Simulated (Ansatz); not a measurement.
`[AlH2][BH]O[SiH3]` + H₂ → `BO[SiH3]` + `[AlH3]` at 600 K and 1 bar (hydrogenolysis of a B–Al bond).

Calculated with Ansatz (gas phase, PBE0-D4/def2-TZVP geometries, no zero-point term in ΔE). CCSD(T)/CBS is the MP2 limit (def2-TZVPP, def2-QZVPP) plus CCSD(T) − MP2 in def2-TZVPP, frozen cores. This one scheme is used for every species. Each species was taken in one conformer, which may not be the lowest.

| species | CCSD(T)/CBS energy (Eh) | H − E (kJ/mol) | S (J/(mol·K)) |
| --- | --- | --- | --- |
| `[AlH2][BH]O[SiH3]` | -634.69802 | 209.2 | 453.9 |
| H₂ | -1.17544 | 43.9 | 150.8 |
| `BO[SiH3]` | -392.11480 | 178.4 | 358.6 |
| `[AlH3]` | -243.78045 | 74.2 | 242.3 |

H − E and S are ideal-gas, rigid-rotor, harmonic terms from PBE0-D4/def2-TZVP, for one conformer and one mirror image of each species. The MP2-based limit puts H₂ 0.8 mEh under its directly extrapolated value; such offsets cancel only in part. 1 Eh = 2625.50 kJ/mol, R = 8.31446 J/(mol·K).

Task: By hand: ΔE, ΔH, ΔS and ΔG.

Result: ΔE = (-392.11480) + (-243.78045) − (-634.69802) − (-1.17544) = -0.02179 Eh = -57.2 kJ/mol. Δ(H − E) = 178.4 + 74.2 − 209.2 − 43.9 = -0.5, so ΔH = -57.7 kJ/mol. ΔS = 358.6 + 242.3 − 453.9 − 150.8 = -3.8 J/(mol·K). ΔG = -57.7 − 600 × (-3.8)/1000 = -55.4 kJ/mol.

Task: By hand: the equilibrium constant, and the temperature at which ΔG would vanish if ΔH and ΔS stayed fixed.

Result: log₁₀ K = −ΔG/(RT ln 10) = 4.8. ΔG = 0 at ΔH/ΔS = 15184 K, far beyond where these terms or the molecules hold.

The number of gas molecules stays the same, so ΔS is small and ΔH decides. A doubt of 5 kJ/mol in ΔE shifts log₁₀ K by 0.4 here. Other conformers and mirror images would add mixing entropy, several J/(mol·K) or more a flexible species. These are equilibria of isolated gas molecules and say nothing of rates. Largest T1 diagnostic: 0.013 (customary marks: 0.02 for closed shells, 0.045 for open ones).
